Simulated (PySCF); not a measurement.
Molecular orbitals of AlSe⁻

BP86 at R = 2.255 Å; Al aug-cc-pVDZ-DK, Se aug-cc-pVDZ-DK; spin-free X2C with a Gaussian nucleus (PySCF 2.14). State: ¹Σ⁺ (singlet), closed shell. Only the outer orbitals are listed, counted within each symmetry.

```json
{"orbital": "10σ", "occ.": "2", "ε (eV)": "-10.97", "on Al (%)": "10", "main shells (%)": "90 Se s"}
{"orbital": "11σ", "occ.": "2", "ε (eV)": "-3.23", "on Al (%)": "64", "main shells (%)": "62 Al s, 33 Se p"}
{"orbital": "5π", "occ.": "2", "ε (eV)": "-0.59", "on Al (%)": "15", "main shells (%)": "84 Se p, 14 Al p"}
{"orbital": "5π", "occ.": "2", "ε (eV)": "-0.59", "on Al (%)": "15", "main shells (%)": "84 Se p, 14 Al p"}
{"orbital": "12σ", "occ.": "2", "ε (eV)": "-0.19", "on Al (%)": "65", "main shells (%)": "34 Al p, 32 Se p, 30 Al s"}
{"orbital": "6π", "occ.": "0", "ε (eV)": "2.36", "on Al (%)": "100", "main shells (%)": "97 Al p"}
{"orbital": "6π", "occ.": "0", "ε (eV)": "2.36", "on Al (%)": "100", "main shells (%)": "97 Al p"}
```

Which are the highest filled and the lowest empty level, where do they sit, and how wide is the gap?

Highest filled 12σ at -0.19 eV (in %: 34 Al p, 32 Se p, 30 Al s); lowest empty 6π at 2.36 eV (in %: 97 Al p); the gap at BP86 is 2.55 eV. An empty level above zero is unbound, and its energy depends on the basis.

```
bond order (Mayer)                                                                                                 : 1.84
⟨S²⟩                                                                                                               : 0.000
charge on Al (Mulliken, basis-dependent)                                                                           : -0.40
charge on Al (Löwdin, basis-dependent)                                                                             : -0.31
dipole moment (positive dipole points towards Se; it is taken about the centre of mass and depends on that origin) : 1.89 D
```
